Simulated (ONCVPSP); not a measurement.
What one change does to a pseudopotential (W, ONCV)

ONCVPSP 4.0.1 input, shortened (lines: element, Z, core and valence counts, functional; n l f; lmax; l rc ep ncon nbas qcut; lloc lpopt rc5 dvloc0; l nproj debl; icmod fcfact rcfact), LDA (Perdew-Wang 92), non-relativistic:

```
  W 74.00    9    5  -001012      upf
    1    0    2.00
    2    0    2.00
    2    1    6.00
    3    0    2.00
    3    1    6.00
    3    2   10.00
    4    0    2.00
    4    1    6.00
    4    2   10.00
    4    3   14.00
    5    0    2.00
    5    1    6.00
    5    2    4.50
    6    0    1.50
    3
    0    1.70    0.00    4    7    6.90
    1    2.00    0.00    4    8    6.50
    2    2.40    0.00    5    9    7.60
    3    0.90    0.00    4    9   17.20
    4    5    0.70    3.00
    0    2    1.30
    1    1    3.10
    2    2    3.20
    3    2    0.80
    1    0.55    0.00
```

In the f channel the program set the typed energies aside and used -1.498, 0.250 Ha.

Change: all radii but the core radius scaled by about 1.33 (s 2.26, p 2.64, d 3.18, f 1.20 bohr); local potential polynomial inside 0.92 bohr (lpopt 5, dvloc0 3 Ha).

Cutoffs: the cutoffs (Ha) at which the residual kinetic energy of the hardest occupied pseudo-wave falls to 1 and 0.1 mHa per electron; they do not see the model core or the augmentation charge, which bear on the density cutoff. Errors are all-electron minus pseudo energies relative to the spin-unpolarised reference configuration.

Question: Predict the effect on cutoff, ghosts and configuration errors.

Answer: The potential gets softer (142 Ha and 350 Ha → 113 Ha and 124 Ha); the bound ghosts move from p, s to s; of the 4 tests that both files solve, the error grows in 3 and shrinks in 1 by more than 15 % and 0.3 meV (median size 0.2 → 3.1 meV). A larger radius leaves more room for a smooth pseudo-wave, so fewer plane waves are needed.

| quantity | base | changed |
| --- | --- | --- |
| cutoff, loose | 142 Ha | 113 Ha |
| cutoff, tight | 350 Ha | 124 Ha |
| loose cutoff by channel | s 18 Ha, p 10 Ha, d 15 Ha, f 142 Ha | s 13 Ha, p 11 Ha, d 13 Ha, f 113 Ha |
| bound ghosts | s, p | s |
| GHOST(+) flags under 300 eV | d at 258.3 eV | d at 172.1 eV |
| error for 4f14 5s2 5p6 5d4 6s2, meV [ΔE 0.39 eV] | -0.2 | +1.5 |
| error for 4f14 5s2 5p6 5d4 6s1, meV [ΔE 8.29 eV] | +0.1 | +2.6 |
| error for 4f14 5s2 5p6 5d4 6s0, meV [ΔE 22.49 eV] | -0.2 | +3.5 |
| error for 4f14 5s2 5p5 5d4 6s2, meV [ΔE 47.13 eV] | -39 | -16 |
| rms error of d²Exc/dni dnj with the model core, mHa | 1.15 | 2.00 |

 A true bound ghost makes a file unfit for plane-wave use even where its test errors are small: the radial tests pick states by their node count and pass the ghost by.
